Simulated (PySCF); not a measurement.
H3AlClFSi, SMILES [Cl][Al]([F])[SiH3], singlet, PBE0/def2-SVP optimised geometry.

```
7

Al    -0.91     0.17     0.00
Cl    -2.05    -1.59    -0.01
F     -1.78     1.59     0.00
Si     1.52     0.17     0.00
H      2.05     1.55     0.16
H      2.01    -0.40    -1.29
H      2.02    -0.69     1.12
```

Density from PBE0/def2-TZVP run with PySCF at that geometry.

Minimum of the electron density along straight lines between bonded atoms, close to the bond critical point (lines longer than 1.1 times the sum of covalent radii, or with two minima, are not listed):

```
bond     length / Å  ρ at the minimum / e bohr⁻³  ∇²ρ there / e bohr⁻⁵  position (fraction from the first atom)
-------  ----------  ---------------------------  --------------------  ---------------------------------------
Al1–Cl2       2.096                        0.075                  0.31                                     0.38
Al1–F3        1.663                        0.110                  0.88                                     0.43
Al1–Si4       2.429                        0.068                  0.00                                     0.36
Si4–H5        1.494                        0.118                  0.16                                     0.49
Si4–H6        1.496                        0.117                  0.16                                     0.49
Si4–H7        1.496                        0.117                  0.16                                     0.49
```
